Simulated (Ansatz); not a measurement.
Reaction (formal exchange of groups at the Si–F bond): `C[SiH](F)CCl` + `O=C=C(O)Cl` → `C[SiH](Cl)CCl` + `O=C=C(O)F`

Calculated with Ansatz (gas phase, PBE0-D4/def2-TZVP geometries, no zero-point term in ΔE). CCSD(T)/CBS is the MP2 limit (def2-TZVPP, def2-QZVPP) plus CCSD(T) − MP2 in def2-TZVPP, frozen cores. Functionals use def2-TZVPP. Each species was taken in one conformer, which may not be the lowest.

`C[SiH](F)CCl`:

Z-matrix (Å, degrees):
```
C
Si 1 1.850
H 1 1.092 2 110.2
H 1 1.092 2 110.7 3 -119.7
H 1 1.093 2 111.0 3 120.0
F 2 1.607 1 109.2 3 -178.1
C 2 1.877 1 111.8 3 -60.3
H 2 1.482 1 112.5 3 62.5
Cl 7 1.789 2 107.2 1 64.1
H 7 1.091 2 112.9 1 -54.3
H 7 1.090 2 112.6 1 -177.7
```

`O=C=C(O)Cl`:

```xyz
6

O     0.509   -0.653    2.136
C     0.197   -0.396    1.050
C    -0.159   -0.119   -0.187
O     0.710    0.407   -1.085
Cl   -1.749   -0.574   -0.684
H     0.492    1.335   -1.231
```

`C[SiH](Cl)CCl`:

Z-matrix (Å, degrees):
```
C
Si 1 1.853
H 1 1.092 2 110.0
H 1 1.092 2 110.5 3 -119.9
H 1 1.092 2 110.7 3 120.1
Cl 2 2.067 1 109.6 3 -177.7
C 2 1.877 1 112.0 3 -60.1
H 2 1.481 1 112.4 3 62.9
Cl 7 1.788 2 107.9 1 62.4
H 7 1.090 2 112.1 1 -179.0
H 7 1.090 2 112.3 1 -56.3
```

`O=C=C(O)F`:

Cartesian coordinates in Å:
```
O 0.879 1.222 -1.705
C 0.557 0.571 -0.796
C 0.171 -0.154 0.230
O -0.982 0.058 0.885
F 1.004 -1.079 0.740
H -1.628 -0.619 0.646
```

```
             level  ΔE (kJ/mol)
            B2PLYP         68.9
     HF/def2-TZVPP         63.8
SCS-MP2/def2-TZVPP         72.7
      HF/CBS(def2)         65.9
```

Q: What does CCSD(T)/CBS give? (An estimate is asked.)

A: Computed: +69.1 kJ/mol. The listed levels differ from it by -0.2, -5.3, 3.6, -3.2 kJ/mol.

Largest T1 diagnostic among the species: 0.016.
